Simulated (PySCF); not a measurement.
PySCF 2.14 output of an unrestricted TPSS calculation on a single atom or ion in x2c-TZVPPall, with scalar relativity by spin-free X2C-1e:

```
SCF conv_tol = 1e-09
number electrons alpha = 41  beta = 39
    J. Tao, J. P. Perdew, V. N. Staroverov, and G. E. Scuseria.,  Phys. Rev. Lett. 91, 146401 (2003)
    J. P. Perdew, J. Tao, V. N. Staroverov, and G. E. Scuseria.,  J. Chem. Phys. 120, 6898 (2004)
    J. Tao, J. P. Perdew, V. N. Staroverov, and G. E. Scuseria.,  Phys. Rev. Lett. 91, 146401 (2003)
    J. P. Perdew, J. Tao, V. N. Staroverov, and G. E. Scuseria.,  J. Chem. Phys. 120, 6898 (2004)
cycle= 1 E= -20248.2478028853  delta_E= -0.0235  |g|= 0.149  |ddm|= 0.442
cycle= 2 E= -20248.2472818084  delta_E= 0.000521  |g|= 0.14  |ddm|= 0.17
cycle= 3 E= -20248.2497712768  delta_E= -0.00249  |g|= 0.0138  |ddm|= 0.098
cycle= 4 E= -20248.2498079122  delta_E= -3.66e-05  |g|= 0.000465  |ddm|= 0.0117
cycle= 5 E= -20248.2498079829  delta_E= -7.07e-08  |g|= 5.11e-05  |ddm|= 0.000673
cycle= 6 E= -20248.2498079838  delta_E= -8.88e-10  |g|= 2.66e-06  |ddm|= 8.18e-05
converged SCF energy = -20248.2498079838  <S^2> = 2.0019418  2S+1 = 3.0012942
```

The run itself started from symmetry-adapted Hartree-Fock orbitals and held the occupation by maximum overlap, on a logarithmic radial grid, so the iterations belong to that start.

**Question.** Which element, charge and spin multiplicity is this?

**Answer.** Tl⁺ (thallium, charge +1), multiplicity 3; the state was [Xe] 4f14 5d10 6s1 6p1, high-spin 3P determinant (an excited configuration).

Spin-orbit coupling, absent here, splits the open shell strongly.
